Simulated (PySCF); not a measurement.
C4H5FO2.
Z-matrix (Å and degrees, PBE0-D3(BJ)/def2-SVP geometry), rows numbered from 1:
```
O 
C   1  1.1887
C   2  1.5197  1  137.39
O   3  1.4269  2   89.68  1  -176.55
C   4  1.4282  3   94.49  2    -3.14
C   5  1.5039  2  115.38  1   -68.16
F   6  1.3710  5  109.59  2   -40.81
H   3  1.1044  2  115.70  1   -60.29
H   3  1.1048  2  113.87  1    68.10
H   5  1.1068  2  114.65  1    61.62
H   6  1.1031  5  109.92  2  -160.35
H   6  1.1036  5  109.86  2    79.32
```

Method used: PBE0-D3(BJ)/def2-SVP geometry optimisation, gas phase (PySCF 2.14.0).

Masses are those of the commonest isotopes; rigid-rotor values at the optimised geometry. The values belong to one conformer with, in the numbering `[O:1]=[C:2]1[CH2:3][O:4][C@H:5]1[CH2:6][F:7]`, O4–C5–C6–F7 60°.

(1) Give the principal moments of inertia and the rotational constants in cm⁻¹.

(2) Classify the top.

(3) What does the inertial defect say?

(4) Give the other two planar moments, Paa and Pbb, and the rms extents of the mass along the axes.

(5) Give the coordinates in the principal-axis frame, origin at the centre of mass.

(6) Where do the levels up to J = 4 lie, in K?

(7) Which types of transition are allowed, and where do some lines up to J = 4 fall?

(8) Estimate the classical rotational partition function at 10 K, 25 K and 298.15 K.

## Answers

(1) Ia = 132.28, Ib = 197.19, Ic = 251.79 u·Å²; 505379 MHz·u·Å²/I gives 3821, 2563 and 2007 MHz, that is A = 0.12744, B = 0.08549, C = 0.06695 cm⁻¹.

(2) An asymmetric top; Ray's κ = -0.387.

(3) Not planar: Δ = Ic − Ia − Ib = -77.69 u·Å². For a rigid frame Δ = −2 Σ m c², so Σ m c² = 38.84 u·Å² lies off the ab plane: 9.13 from hydrogen and 29.71 from heavier atoms. The atom farthest from that plane is 1.93 Å away.

(4) Paa = Σ m a² = (Ib + Ic − Ia)/2 = 158.35 and Pbb = Σ m b² = (Ia + Ic − Ib)/2 = 93.44 u·Å². With the mass M = 104.03 u, the rms extents √(P/M) along a, b and c are 1.23, 0.95, 0.61 Å.

(5) The sense of each axis is arbitrary; atoms in the order of the calculation.
| atom | mass (u) | a (Å) | b (Å) | c (Å) |
| --- | --- | --- | --- | --- |
| O1 | 15.995 | 1.497 | 1.478 | -0.078 |
| C2 | 12.000 | 0.993 | 0.401 | -0.073 |
| C3 | 12.000 | 1.172 | -0.915 | 0.667 |
| O4 | 15.995 | 0.153 | -1.499 | -0.143 |
| C5 | 12.000 | -0.143 | -0.290 | -0.842 |
| C6 | 12.000 | -1.524 | 0.234 | -0.560 |
| F7 | 18.998 | -1.656 | 0.483 | 0.782 |
| H8 | 1.008 | 2.159 | -1.397 | 0.554 |
| H9 | 1.008 | 0.902 | -0.866 | 1.737 |
| H10 | 1.008 | 0.021 | -0.370 | -1.934 |
| H11 | 1.008 | -2.278 | -0.513 | -0.859 |
| H12 | 1.008 | -1.693 | 1.168 | -1.122 |

(6) Above 0(0,0), as E/k:
J = 1: 1(0,1) 0.219, 1(1,1) 0.280, 1(1,0) 0.306
J = 2: 2(0,2) 0.651, 2(1,2) 0.692, 2(1,1) 0.772, 2(2,1) 0.953, 2(2,0) 0.960
J = 3: 3(0,3) 1.283, 3(1,3) 1.306, 3(1,2) 1.464, 3(2,2) 1.611, 3(2,1) 1.643, 3(3,1) 1.983, 3(3,0) 1.984
J = 4: 4(0,4) 2.108, 4(1,4) 2.118, 4(1,3) 2.377, 4(2,3) 2.482, 4(2,2) 2.567, 4(3,2) 2.872, 4(3,1) 2.880, 4(4,1) 3.378, 4(4,0) 3.378

(7) The dipole components are |μa| = 0.34 D, |μb| = 0.92 D, |μc| = 1.35 D. The squared components, which scale the intensities, stand as 0.06 : 0.46 : 1.00 (a : b : c). Some lines, for components of 0.1 D or more:

```tsv
type	branch	J(Ka,Kc)	MHz	lower level (cm⁻¹)
c	Q	3(1,3) ← 3(0,3)	465	0.892
c	Q	1(1,1) ← 1(0,1)	1258	0.152
a	Q	2(1,1) ← 2(1,2)	1667	0.481
b	Q	2(1,1) ← 2(0,2)	2516	0.452
b	Q	4(2,2) ← 4(1,3)	3968	1.652
a	R	1(0,1) ← 0(0,0)	4570	0.000
a	Q	4(1,3) ← 4(1,4)	5386	1.472
b	Q	4(3,1) ← 4(2,2)	6511	1.784
c	Q	3(3,1) ← 3(2,1)	7081	1.142
a	R	2(0,2) ← 1(0,1)	8993	0.152
c	Q	4(4,1) ← 4(3,1)	10378	2.002
b	R	2(2,1) ← 1(1,0)	13469	0.213
b	R	3(1,3) ← 2(0,2)	13643	0.452
a	R	3(2,2) ← 2(2,1)	13710	0.662
c	R	2(2,1) ← 1(1,1)	14024	0.194
a	R	3(1,2) ← 2(1,1)	14436	0.536
c	R	3(1,2) ← 2(0,2)	16952	0.452
a	R	4(0,4) ← 3(0,3)	17185	0.892
b	R	4(1,4) ← 3(0,3)	17400	0.892
b	R	3(2,2) ← 2(1,1)	17483	0.536
a	R	4(2,3) ← 3(2,2)	18164	1.120
c	R	3(2,2) ← 2(1,2)	19150	0.481
b	R	4(2,3) ← 3(1,2)	21211	1.018
c	R	3(3,1) ← 2(2,1)	21470	0.662
b	R	4(3,1) ← 3(2,2)	26444	1.120
c	R	4(4,1) ← 3(3,1)	29063	1.378
```

(8) Point group C1, symmetry number σ = 1; q = (√π/σ)·√((kT/h)³/(ABC)), k/h = 20836.6 MHz/K: 1200 at 10 K, 4750 at 25 K, 196000 at 298.15 K.

Whether it is a minimum is left open (no frequencies). No vibrational averaging or centrifugal distortion is included, and the geometry carries the error of its method.
